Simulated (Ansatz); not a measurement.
Reaction: GeH4 (SMILES [GeH4]) → GeH3 (SMILES [GeH3], doublet) + H (doublet) (the Ge-H bond breaks)
Each species at its own B3LYP-D3(BJ)/def2-TZVP minimum (Ansatz, an electronic-structure program).

Total energies in hartree (Ansatz). UHF or UKS for unpaired electrons; spin-orbit terms are left out. Correlated methods leave the cores frozen (noble-gas shells, and filled d and f shells in the p block). No relativity. Where a partner has so few electrons that a lower coupled-cluster level is exact, that level stands in.

```csv
species,HF/cc-pVTZ,CCSD(T)/cc-pVTZ,HF/cc-pVQZ,CCSD(T)/cc-pVQZ,CCSDT(Q)/cc-pVQZ
"1: GeH4 (germane, SMILES [GeH4])",-2077.71802,-2077.88869,-2077.72216,-2077.90020,-2077.90097
"2: GeH3 (SMILES [GeH3], doublet)",-2077.10825,-2077.24865,-2077.11207,-2077.25871,-2077.25950
3: H (doublet),-0.49981,-0.49981,-0.49995,-0.49995,-0.49995
```

Q: Work out the bond dissociation energy (electronic) in kJ/mol: take Hartree-Fock from cc-pVQZ, extrapolate the CCSD(T) correlation energy as X^-3 (X = 3, 4), and add CCSDT(Q) - CCSD(T) in cc-pVQZ. 1 hartree = 2625.5 kJ/mol.

A: 
Species 1: correlation (64·(-0.17804) - 27·(-0.17067))/37 = -0.18342; step -0.00077; E1 = -2077.72216 + (-0.18342) + (-0.00077) = -2077.90635
Species 2: correlation (64·(-0.14664) - 27·(-0.14040))/37 = -0.15119; step -0.00079; E2 = -2077.11207 + (-0.15119) + (-0.00079) = -2077.26405
Species 3: correlation (64·(0.00000) - 27·(0.00000))/37 = 0.00000; step +0.00000; E3 = -0.49995 + (0.00000) + (+0.00000) = -0.49995
-1·E1 +1·E2 +1·E3 = 0.14235 hartree = 373.7 kJ/mol.
